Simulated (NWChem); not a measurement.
Molecule: CH₅AlO₂S; SMILES [OH][Al]([S]C)[OH]

```xyz
10

Al    -0.1263     0.8061     0.0001
O      0.7017     2.3026    -0.0011
H      1.6651     2.3546    -0.0035
O     -1.8370     0.8021     0.0014
H     -2.3124     1.6427     0.0012
S      0.8962    -1.1200     0.0006
C     -0.5387    -2.3007     0.0007
H     -1.4938    -1.7741     0.0048
H     -0.4644    -2.9289     0.8904
H     -0.4692    -2.9239    -0.8929
```
Atoms are numbered in this order, from 1.

Level: B3LYP/6-31G* (spherical d) (NWChem), optimised geometry, unscaled harmonic frequencies. B3LYP is NWChem's, with the RPA form of VWN correlation.

Question: List the harmonic frequencies with IR intensities, and the thermochemistry.

Answer: 
```csv
frequency (cm⁻¹),IR intensity (km/mol)
12,1.1
65,10.4
121,6.4
209,20.8
234,0.0
238,9.2
265,215.1
321,82.7
461,25.7
654,186.7
680,177.5
683,12.7
814,189.2
928,90.9
994,6.9
1014,6.2
1394,13.2
1515,4.1
1517,4.9
3085,24.6
3171,5.9
3184,1.1
3831,66.7
3844,67.9
```

* **zero-point energy**: 41.8 kcal/mol
* **thermal correction to the enthalpy at 298.15 K (with zero-point energy)**: 47.7 kcal/mol
* **heat capacity Cv**: 26.7 cal/(mol K)
* **entropy at 298.15 K and 1 atm (symmetry number 1)**: 93.4 cal/(mol K)
* **dipole moment**: 0.60 D

Rigid rotor and harmonic oscillator; modes under 100 cm⁻¹ make the entropy uncertain.
